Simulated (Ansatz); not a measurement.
BCl₄, that is [BCl4]- with one electron fewer. Total charge 0; doublet. Geometry B3LYP-D4/def2-SVPD, that of the charge -1 singlet; atoms count from 1.

```xyz
5

B     0.000    0.001   -0.001
Cl    1.066    0.580   -1.438
Cl    0.672   -1.625    0.663
Cl   -1.768   -0.248   -0.589
Cl    0.030    1.293    1.365
```

Problem. Estimate the Mulliken populations from the PBE0/def2-TZVPD orbitals of Ansatz.

Solution. 
```csv
atom,charge (e),spin (α − β)
B1,0.75,-0.09
Cl2,-0.19,0.27
Cl3,-0.19,0.27
Cl4,-0.19,0.27
Cl5,-0.19,0.27
```
Mulliken values depend strongly on the basis. With diffuse functions, as here, like atoms can get unlike values, and bond orders can come out too low or too high.

Problem. Where does the spin sit?

Solution. Summed by element: B -0.09, Cl 1.09, of 1 unpaired in all. Largest on single atoms: Cl4 0.27, Cl3 0.27, Cl5 0.27.

Problem. And the Mayer bond orders between heavy atoms (over 0.3)?

Solution. B1–Cl2 0.77 (1.88 Å); B1–Cl3 0.77 (1.88 Å); B1–Cl4 0.77 (1.88 Å); B1–Cl5 0.77 (1.88 Å).
